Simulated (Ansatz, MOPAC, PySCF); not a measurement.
Diatomic ScN, closed-shell singlet (the spin of the measured ground state). No spin–orbit coupling. Sc is treated without relativity.

Seven points along R, fitted to fifth degree in 1/R; most abundant isotopes. In def2 and cc sets the state is the lowest found near the PBE0 minimum, followed along R. The singlet is held restricted. HF and MP2 rows in def2 and cc sets belong to the determinant that coupled cluster picked by its CCSD energy.

Programs: Ansatz (a program for electronic structure) with Gaussian orbitals; MOPAC for PM6, PM7 (differences of heats of formation); PySCF for 3-21G rows, LANL2DZ rows. Each number belongs to the level named beside it.

| level | r_e (Å) | ω_e (cm⁻¹) | B_e (cm⁻¹) | ω_e x_e (cm⁻¹) | D_e (eV) | dipole (D) |
|---|---|---|---|---|---|---|
| PM6 | 1.690 | 1211 | 0.553 | 3.3 | - | - |
| PM7 | 1.731 | 1071 | 0.527 | 3.1 | - | - |
| HF/3-21G | 1.615 | 1071 | 0.605 | 6.3 | - | 7.85 |
| HF/def2-TZVPP | 1.607 | 1036 | 0.612 | 3.7 | - | - |
| HF/def2-QZVPP | 1.601 | 1035 | 0.616 | 3.8 | - | - |
| SVWN5/def2-TZVPP | 1.643 | 968 | 0.585 | 3.4 | - | 6.71 |
| PBE/def2-TZVPP | 1.668 | 928 | 0.568 | 3.1 | - | 6.52 |
| BP86/LANL2DZ | 1.699 | 945 | 0.547 | 3.5 | - | 6.53 |
| r2SCAN/def2-TZVPP | 1.655 | 970 | 0.576 | 3.3 | - | 6.89 |
| B97M-V/def2-TZVPP | 1.657 | 950 | 0.575 | 3.1 | - | 6.80 |
| B3LYP/LANL2DZ | 1.683 | 962 | 0.558 | 2.6 | - | 7.26 |
| B3LYP/def2-TZVPP | 1.653 | 952 | 0.578 | 3.0 | 4.13 | 7.17 |
| PBE0/def2-TZVPP | 1.635 | 988 | 0.590 | 3.1 | 4.08 | 7.37 |
| BHLYP/def2-TZVPP | 1.621 | 1010 | 0.601 | 3.4 | 2.62 | 8.05 |
| CAM-B3LYP/def2-TZVPP | 1.624 | 1010 | 0.598 | 3.6 | 3.85 | 7.87 |
| wB97X-V/def2-TZVPP | 1.617 | 1041 | 0.604 | 3.7 | 3.99 | 8.17 |
| wB97M-V/def2-TZVPP | 1.621 | 1011 | 0.600 | 3.7 | 3.75 | 8.05 |
| B2PLYP/def2-TZVPP | 1.717 | 783 | 0.535 | 1.2 | - | - |
| CCSD/def2-TZVPP | 1.670 | 881 | 0.566 | 0.71 | 2.74 | - |
| CCSD/def2-QZVPP | 1.638 | 926 | 0.588 | 5.5 | 3.03 | - |
| CCSD(T)/def2-QZVPP | 1.688 | 781 | 0.554 | -5.7 | 3.79 | - |
| CCSD(T)/CBS(def2-TZVPP, def2-QZVPP) | 1.662 | 819 | 0.571 | 4.3 | - | - |

D_e counts from each atom's lowest state at the same level, without counterpoise or zero-point energy.

Correlated levels freeze the inner cores; with def2 sets outer-core shells near the valence are correlated too. CBS(a, b) extrapolates the correlation energy as X⁻³ and adds the Hartree–Fock energy of set b. Rows in 3-21G, LANL2DZ carry no dispersion term and start afresh at each structure; the Pople sets are all-electron and without relativity. LANL2DZ brings its own core potentials from Na on. The state that PM6, PM7 reach isn't checked; PM7 holds dispersion and hydrogen-bond terms.

Doubts at one or more of the structures used: a restricted determinant that unrestricted orbitals would lower (HF/def2-TZVPP, HF/def2-QZVPP, B2PLYP/def2-TZVPP, CCSD/def2-TZVPP, CCSD/def2-QZVPP, CCSD(T)/def2-QZVPP, CCSD(T)/CBS(def2-TZVPP, def2-QZVPP)); T1 above 0.05 (CCSD/def2-TZVPP, CCSD(T)/CBS(def2-TZVPP, def2-QZVPP)).
